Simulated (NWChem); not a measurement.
System: SF$_{3}$, doublet; SMILES F[S](F)F

NWChem input:

```
start job
memory heap 200 mb stack 900 mb global 1100 mb
geometry units angstroms noautosym nocenter noautoz
  F     -1.649557     0.171772     0.301128
  S      0.000006    -0.091420     0.353065
  F      1.649550     0.171771     0.301127
  F      0.000001    -0.023421    -1.241324
end
basis spherical
  F library def2-svp
  S library def2-svp
end
dft
  odft
  mult 2
  xc xpbe96 cpbe96
  iterations 150
end
property
  efieldgrad
end
task dft property
```

Parts of the log:

```
             Northwest Computational Chemistry Package (NWChem) 7.3.0
             --------------------------------------------------------

                             Geometry "geometry" -> ""
                             -------------------------

 Output coordinates in angstroms (scale by  1.889725989 to convert to a.u.)

  No.       Tag          Charge          X              Y              Z
 ---- ---------------- ---------- -------------- -------------- --------------
    1 F                    9.0000    -1.64955700     0.17177200     0.30112800
    2 S                   16.0000     0.00000600    -0.09142000     0.35306500
    3 F                    9.0000     1.64955000     0.17177100     0.30112700
    4 F                    9.0000     0.00000100    -0.02342100    -1.24132400

 Effective nuclear repulsion energy (a.u.)     189.7537117720

  pbe96 is a nonlocal functional; adding pw91lda local functional.
                              NWChem Property Module
                              ----------------------

  itol2e modified to match energy
  convergence criterion.

                                 NWChem DFT Module
                                 -----------------

 Summary of "ao basis" -> "ao basis" (spherical)
 ------------------------------------------------------------------------------
       Tag                 Description            Shells   Functions and Types
 ---------------- ------------------------------  ------  ---------------------
 F                          def2-svp                 6       14   3s2p1d
 S                          def2-svp                 8       18   4s3p1d

  itol2e modified to match energy
  convergence criterion.

            General Information
            -------------------
          SCF calculation type: DFT
          Wavefunction type:  spin polarized.
          No. of atoms     :     4
          No. of electrons :    43
           Alpha electrons :    22
            Beta electrons :    21
          Charge           :     0
          Spin multiplicity:     2
          Use of symmetry is: off; symmetry adaption is: off
          Maximum number of iterations: 150
          AO basis - number of functions:    60
                     number of shells:    26
          Convergence on energy requested:  1.00D-07
          Convergence on density requested:  1.00D-05
          Convergence on gradient requested:  5.00D-04

[...]

          -----------------------
          Electric field gradient
          -----------------------

 1 a.u. = 0.324123 10**(16) esu/cm**3  ( or statvolts/cm**2 ) = 0.97174 10**(22) v/m**2

 ------------------------------------------------------------
   Atom      X         Y         Z
 ------------------------------------------------------------
    1 F   -3.11721   0.32460   0.56905
 ------------------------------------------------------------

 Electric field gradient in molecular frame (a.u.)
         XX             YY             ZZ             XY             XZ             YZ
 ------------------------------------------------------------------------------------------
       -1.580547       0.547311       1.033237       0.135628       0.105675      -0.140335

 Principal components (a.u.) and orientation
 of principal axis w.r.t. absolute frame                      Asymmetry parameter eta
 --------------------------------------------------------------------------------------
       -1.594150       1.072572       0.521578                       0.345635

        0.996866       0.025659       0.074830
       -0.065994      -0.251844       0.965515
       -0.043619       0.967428       0.249361

 ------------------------------------------------------------
   Atom      X         Y         Z
 ------------------------------------------------------------
    2 S    0.00001  -0.17276   0.66720
 ------------------------------------------------------------

 Electric field gradient in molecular frame (a.u.)
         XX             YY             ZZ             XY             XZ             YZ
 ------------------------------------------------------------------------------------------
       -1.472078       2.342932      -0.870855       0.000016      -0.000064      -0.003755

 Principal components (a.u.) and orientation
 of principal axis w.r.t. absolute frame                      Asymmetry parameter eta
 --------------------------------------------------------------------------------------
        2.342937      -1.472078      -0.870859                       0.256609

        0.000004       1.000000      -0.000107
        0.999999      -0.000004       0.001168
       -0.001168       0.000107       0.999999

 ------------------------------------------------------------
   Atom      X         Y         Z
 ------------------------------------------------------------
    3 F    3.11720   0.32460   0.56905
 ------------------------------------------------------------

 Electric field gradient in molecular frame (a.u.)
         XX             YY             ZZ             XY             XZ             YZ
 ------------------------------------------------------------------------------------------
       -1.580608       0.547309       1.033300      -0.135629      -0.105656      -0.140349

 Principal components (a.u.) and orientation
 of principal axis w.r.t. absolute frame                      Asymmetry parameter eta
 --------------------------------------------------------------------------------------
       -1.594209       1.072636       0.521573                       0.345666

        0.996867      -0.025651      -0.074826
        0.065993      -0.251840       0.965516
        0.043611       0.967429       0.249358

 ------------------------------------------------------------
   Atom      X         Y         Z
 ------------------------------------------------------------
    4 F    0.00000  -0.04426  -2.34576
 ------------------------------------------------------------

[...]
```

Level: PBE/def2-SVP, spin-unrestricted. All runs use the structure optimised with PBE0/def2-SVP, spin-unrestricted. No stability test was run on the SCF state. NWChem prints the field gradient with the sign opposite to the second derivative of the potential.
